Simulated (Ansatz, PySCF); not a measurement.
Process, species as SMILES: [TeH2] (H2Te) -> [TeH-] + H+
Structures are relaxed separately at B3LYP-D3(BJ)/def2-TZVP in Ansatz (a quantum-chemistry and plane-wave program).
Geometry of the first species:
```
Te
H 1 1.6612
H 1 1.6612 2 90.43
```

Property: gas-phase deprotonation energy (enthalpy at 298 K, with B3LYP-D3(BJ) rigid-rotor harmonic-oscillator terms from PySCF), in eV. Cores are frozen in the correlated levels unless marked. Spin-orbit coupling is left out. The frozen core is the preceding noble-gas configuration, with the filled d and f shells of earlier blocks. Past Kr the def2 sets carry scalar-relativistic core potentials. STO-3G rows are all-electron and non-relativistic. Anions need diffuse functions: def2-D sets add few; the other sets have none. CBS(X,Y): correlation extrapolated as X^-3; Hartree-Fock from the larger set.

```tsv
level	program	gas-phase deprotonation energy (eV)
BP86/def2-TZVPD	PySCF	14.38
TPSS-D3(BJ)/def2-TZVPD	PySCF + dftd3	14.55
r2SCAN-D3(BJ)/def2-TZVPD	Ansatz + dftd3	14.41
B3LYP-D3(BJ)/def2-TZVPD	Ansatz + dftd3	14.43
PBE0-D3(BJ)/def2-TZVPD	Ansatz + dftd3	14.41
r2SCANh-D4/def2-TZVPD	Ansatz + dftd4	14.39
r2SCANh/def2-TZVPD	Ansatz	14.39
```

Estimate the value at CCSD(T)/CBS(def2-TZVPPD,def2-QZVPPD) as computed with Ansatz.

14.36 eV, so r2SCANh/def2-TZVPD differs from it by 0.03 eV.
